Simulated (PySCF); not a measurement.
CH4O3, SMILES OC(O)O. Geometry: r2SCAN-D4/def2-SVP. The values are those of a single conformer.

Calculation: r2SCAN-D4/def2-SVP run with PySCF 2.14.0.

Harmonic wavenumbers (cm⁻¹): 212, 392, 401, 520, 591, 659, 1008, 1063, 1092, 1239, 1300, 1342, 1443, 1450, 2968, 3752, 3843, 3843. Rotational constants (GHz): 9.957, 9.837, 5.538; symmetry number 1.

Question: Work out the zero-point energy and the ideal-gas rigid-rotor harmonic-oscillator thermochemistry at 298.15 K and 1 atm.

Answer: ZPE = ½ Σ hcν = ½ × 27119 cm⁻¹ = 38.77 kcal/mol. H − E(el) = 42.27 kcal/mol. Entropy in cal/(mol K): translation 38.39, rotation 23.90, vibration 5.75, total 68.04. G − E(el) = 21.99 kcal/mol. Cp = 17.50 cal/(mol K).
